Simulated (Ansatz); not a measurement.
Ansatz (a quantum-chemistry and plane-wave program) input (CCSD(T)/def2-SVPD):

Ansatz 0.2 input:
```yaml
crystal:
  periodic: [false, false, false]
  atoms:
    - {symbol: Cu, position_ang: [0.00000000, 0.00000000, 0.00000000]}
    - {symbol: F, position_ang: [0.00000000, 0.00000000, 1.73355785]}
    - {symbol: F, position_ang: [-0.00000000, -0.00000000, -1.73355785]}
basis:
  gaussian:
    orbitals: def2-SVPD
total_charge: -1
magnetization: {spin_polarized: false}
correlation: {method: ccsd_t, electrons: outside_noble_gas}
```

Output:

```
Functional definition: HF
integrals: 0.07 GiB planned
805 factors; integrals over basis functions are off by at most 8.0e-4 eV
mean field: 0.27 GiB planned
mean field evaluation 1: about -50000.5281 eV, gradient 1.6e1 eV
mean field evaluation 2: about -50000.7649 eV, gradient 1.6e1 eV
mean field evaluation 4: about -50001.5119 eV, gradient 2.9e0 eV
mean field evaluation 8: about -50001.5504 eV, gradient 2.7e-1 eV
mean field evaluation 16: about -50001.1378 eV, gradient 7.2e0 eV
mean field -50001.55141999 eV, -1837.5231224159 hartree, gradient 2.8e-6 eV, S^2 0.000000; 0 other end points of the search recorded, 0 dependent functions left out; unrestricted orbitals would lower it
11 core orbitals not correlated
reference -50001.55141999 eV, -1837.5231224159 hartree; 13, 13 occupied and 56, 56 virtual orbitals, 805 factors
second order -20.76644937 eV of doubles, -0.00000000 eV of singles
coupled cluster: 0.19 GiB planned
cycle   1  -18.55020027 eV  change     2.2e0 eV  update   2.1e-1
cycle   2  -19.43889312 eV  change   -8.9e-1 eV  update   1.1e-1
cycle   3  -19.57982707 eV  change   -1.4e-1 eV  update   4.5e-2
cycle   4  -19.60989637 eV  change   -3.0e-2 eV  update   2.4e-2
cycle   5  -19.57888936 eV  change    3.1e-2 eV  update   1.1e-2
cycle   6  -19.57346679 eV  change    5.4e-3 eV  update   4.9e-3
cycle   7  -19.57826352 eV  change   -4.8e-3 eV  update   1.7e-3
cycle   8  -19.57929045 eV  change   -1.0e-3 eV  update   6.2e-4
cycle   9  -19.57897260 eV  change    3.2e-4 eV  update   2.2e-4
cycle  10  -19.57911366 eV  change   -1.4e-4 eV  update   8.1e-5
cycle  11  -19.57916061 eV  change   -4.7e-5 eV  update   3.1e-5
cycle  12  -19.57910022 eV  change    6.0e-5 eV  update   1.6e-5
cycle  13  -19.57908513 eV  change    1.5e-5 eV  update   4.1e-6
coupled cluster: 0.19 GiB planned
perturbative correction -0.67397596 eV, -0.0247681596 hartree
Total energy: -50021.80448108 eV, -1838.2674086830 hartree
```

This state (charge -1, singlet) is run at the relaxed geometry of the species with charge 0 and multiplicity 2.
